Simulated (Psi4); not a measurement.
C$_{5}$H$_{4}$N, charge -1, singlet, at a GFN2-xTB geometry (a gas-phase anion, which may not be bound at this level). Base run: CCSD/STO-3G (Psi4).

The Psi4 input:
```
memory 2 GB

molecule mol {
-1 1
  N    -0.002571    0.000163    1.383954
  C     0.002860   -0.000181   -1.539953
  C     0.014409    1.124398    0.663539
  C    -0.016874   -1.124242    0.663746
  C    -0.014810   -1.159869   -0.712972
  C     0.017459    1.159701   -0.713185
  H     0.026070    2.042966    1.265087
  H    -0.030770   -2.042668    1.265462
  H    -0.027651   -2.146913   -1.192443
  H     0.032081    2.146632   -1.192837
}

set basis sto-3g
set reference rhf

energy('ccsd')
print_variables()
```

Problem. The base was run again with changes. Order these runs by total energy, lowest first: method = mp3 | freeze_core = on | method = ccsd(t) | method = scs-mp2 | method = dlpno-mp2.

Solution. method = ccsd(t) (ΔE vs base (kcal/mol) -6.82), freeze_core = on (ΔE vs base (kcal/mol) 1.30), method = mp3 (ΔE vs base (kcal/mol) 11.09), method = scs-mp2 (ΔE vs base (kcal/mol) 34.67), method = dlpno-mp2 (ΔE vs base (kcal/mol) 36.73)

A gas-phase anion may not be bound at this level; its values then depend on the basis.
